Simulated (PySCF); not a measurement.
Si⁺ (silicon, charge +1) across methods

[Ne] 3s1 3p2, high-spin 4P determinant (an excited configuration). Calculation: PySCF 2.14, in aug-cc-pV(Q+d)Z (7s6p5d3f2g, 89 functions); no relativity, point nucleus. The B2PLYP total includes its PT2 part (frozen core); its orbital energies are those of the SCF part.

| method | E (hartree) | mean ε 2p β (eV) | mean ε 3s α (eV) | mean ε 3p α (eV) | Σ⟨r²⟩ (bohr²) | ⟨S²⟩ |
| --- | --- | --- | --- | --- | --- | --- |
| UHF | -288.43546 | -125.90 | -27.167 | -17.604 | 20.91 | 3.750 |
| r2SCAN | -288.8722 | -108.10 | -21.237 | -13.518 | 20.65 | 3.750 |
| LDA | -287.7160 | -106.32 | -20.708 | -13.159 | 20.81 | 3.750 |
| B2PLYP | -288.7708 | -116.96 | -24.031 | -15.402 | 20.77 | 3.750 |
| MN15 | -288.7714 | -112.16 | -22.372 | -14.525 | 20.69 | 3.750 |
| BLYP | -288.8865 | -106.30 | -20.385 | -12.883 | 20.74 | 3.750 |
| PBE0 | -288.7685 | -111.40 | -22.438 | -14.416 | 20.71 | 3.750 |
| PBE | -288.7365 | -106.19 | -20.695 | -13.213 | 20.75 | 3.750 |
| M06 | -288.8655 | -112.03 | -22.075 | -13.933 | 20.77 | 3.750 |
